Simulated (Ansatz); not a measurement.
## How methods differ on GeF2 (SMILES [F][Ge][F])

GeF2 has 3 atoms, charge 0, and is taken as a singlet. As SMILES, `[F][Ge][F]`. The coordinates come from a PBE0-D4/def2-TZVP relaxation.

```
atom    x (Å)    y (Å)    z (Å)
   F  -0.6759  -1.1018  -0.4975
  Ge   0.6375  -0.2952   0.3202
   F   0.0276   1.3321   0.1641
```

Quantity: the energy change with the F1–Ge2 bond stretched from 1.745 to 4.362 Å, in eV. The values are calculated.

| level | kind | program | value (eV) | less FCI/STO-3G | CPU time (all runs) |
| --- | --- | --- | --- | --- | --- |
| HF/STO-3G (restricted) | Hartree–Fock | Ansatz | 10.15 | +6.05 | 0.45 s |
| BLYP/STO-3G (restricted) | GGA | Ansatz | 6.67 | +2.57 | 9.7 s |
| r2SCAN/STO-3G (restricted) | meta-GGA | Ansatz | 7.04 | +2.94 | 62 s |
| B3LYP/STO-3G (restricted) | global hybrid | Ansatz | 7.64 | +3.54 | 7.3 s |
| BHLYP/STO-3G (restricted) | global hybrid | Ansatz | 8.67 | +4.57 | 3.6 s |
| wB97M-V/STO-3G (restricted) | range-separated hybrid | Ansatz | 8.87 | +4.77 | 60 s |
| MP2/STO-3G (restricted) | perturbation theory | Ansatz | 3.37 | -0.73 | 1.2 s |
| FCI/STO-3G | exact in the basis | Ansatz | 4.10 | 0.00 | 5.5 s |

FCI/STO-3G is exact within its basis and frozen core, so for wave-function methods in that basis the difference is their error; functionals converge differently with the basis, so for them it is only a difference. A spin-restricted reference rises too steeply as a bond breaks; here HF/STO-3G, BLYP/STO-3G, r2SCAN/STO-3G, B3LYP/STO-3G, BHLYP/STO-3G, wB97M-V/STO-3G lie well above the multireference or unrestricted value. All-electron rows without a relativistic Hamiltonian named are non-relativistic. The first shape isn't each level's own minimum. The values span 3.37 to 10.15 eV. All rows use very small basis sets, so none should be taken for the real molecule's value. In the correlated wave-function rows the outer d shell of Ge is correlated, in sets not made for it. CPU times are rough (shared hosts, several kinds of processor and program).
